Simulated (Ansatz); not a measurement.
Cost and result up the ladder for (KH)4 ring (K₄H₄) (8 atoms). Total charge 0; singlet. Geometry: PBE-D4/def2-SVP.

```xyz
8

K    -0.7905    1.8705   -2.5059
H     1.4409    2.3321   -1.5927
K     2.8594    1.4778    0.2196
H     2.5563   -0.2750    1.9093
K     0.7905   -1.8704    2.5060
H    -1.4408   -2.3323    1.5925
K    -2.8593   -1.4779   -0.2197
H    -2.5563    0.2752   -1.9092
```

Ansatz on 4 threads of Arm Neoverse V2 on a shared host. Times are rough, and most runs start from the orbitals of an earlier one. ωB97X-V/def2-TZVP serves as the yardstick here, not as an exact answer. Differences are given only for rows in sets of like size (and for xTB, whose basis is part of the method), since another set adds its own error. Binding counts from free atoms at the same level (K doublet, H doublet; other spins of the atoms weren't run), without zero-point energy or a counterpoise term.

B3LYP takes the VWN-RPA correlation. HSE06 is defined as in plane-wave codes, on full-range PBE exchange. Correlated methods freeze 20 core orbitals; core or outer-core shells of K are correlated, in sets that lack core-valence functions.

Correlated methods converge slowly with the basis.

| level | functions | wall time | binding energy per atom (eV) | difference from ωB97X-V/def2-TZVP (eV) |
| --- | --- | --- | --- | --- |
| HF/STO-3G | 56 | 0.2 s | 1.10 | – |
| MP2/def2-TZVP | 156 | 1.4 s | 1.21 | -0.30 |
| PBE-D4/def2-SVP | 116 | 1.9 s | 1.38 | – |
| PBE-D4/def2-TZVP | 156 | 2.2 s | 1.40 | -0.11 |
| PBE0-D4/def2-SVP | 116 | 2.2 s | 1.38 | – |
| PBE0-D4/def2-TZVP | 156 | 2.7 s | 1.39 | -0.12 |
| CAM-B3LYP-D4/def2-TZVP | 156 | 2.8 s | 1.49 | -0.02 |
| BLYP-D4/def2-TZVP | 156 | 2.9 s | 1.46 | -0.05 |
| HSE06-D4/def2-TZVP | 156 | 2.9 s | 1.38 | -0.12 |
| B3LYP-D4/def2-TZVP (with forces) | 156 | 3.8 s | 1.47 | -0.04 |
| r2SCAN-D4/def2-TZVP | 156 | 4.2 s | 1.43 | -0.07 |
| ωB97X-V/def2-TZVP | 156 | 11 s | 1.51 | 0.00 |
| B97M-V/def2-TZVP | 156 | 12 s | 1.53 | 0.02 |
| CCSD(T)/def2-TZVPP | 188 | 66 s | 1.40 | -0.11 |
